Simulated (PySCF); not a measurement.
A calculated (UHF, PySCF 2.14, def2-SVP, no relativity, point nucleus) atom or ion has these occupied shells.

| shell | electrons | orbital energy (eV) | rms radius, mean of both spins (bohr) |
| --- | --- | --- | --- |
| 1s α | 1 | -8315.6 | 0.0635 |
| 1s β | 1 | -8315.5 | 0.0635 |
| 2s α | 1 | -1031.4 | 0.268 |
| 2s β | 1 | -1030.4 | 0.268 |
| 2p α | 3 | -896.38 | 0.239 |
| 2p β | 3 | -895.44 | 0.239 |
| 3s α | 1 | -134.89 | 0.809 |
| 3s β | 1 | -132.30 | 0.809 |
| 3p α | 3 | -91.971 | 0.858 |
| 3p β | 3 | -88.850 | 0.858 |
| 3d α | 5 | -20.384 | 1.15 |
| 3d β | 4 | -18.897 | 1.15 |

Task: Name the element and its charge.

Result: Ni+ (nickel, charge +1), in [Ar] 3d9, 2D determinant.
